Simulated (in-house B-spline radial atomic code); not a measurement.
Configurations of Cr2+, with energies counted from [Ar] 3d4. All numbers are computed (scalar-relativistic (X2C) PBE0, spin-polarised, spherical fractional occupations, exact exchange averaged over the configuration; Fermi nucleus of rms radius 3.6452 fm) with a B-spline radial code for spherical atoms, not measured. Shells without spins written out take the highest spin.

Occupations are held fixed; configurations that lie above the ionisation limit could autoionise.

| configuration | E - E(ref) (eV) | highest orbital | its <r> (bohr) |
| --- | --- | --- | --- |
| [Ne] 3s2 3p5 3d4 4s1 | 46.35 | 4s up | 2.535 |
| [Ne] 3s2 3p5 3d4 4p1 | 52.165 | 4p up | 2.951 |
| [Ne] 3s2 3p5 3d4 4f1 | 63.905 | 4f up | 5.723 |

Task: Order these further configurations by energy, lowest first.
A. [Ar] 3d3 4p1
B. [Ar] 3d3 4s1
C. [Ar] 3d3 4f1
D. [Ne] 3s2 3p5 3d5

Result: B (6.6452 eV), A (12.367 eV), C (23.896 eV), D (38.453 eV).
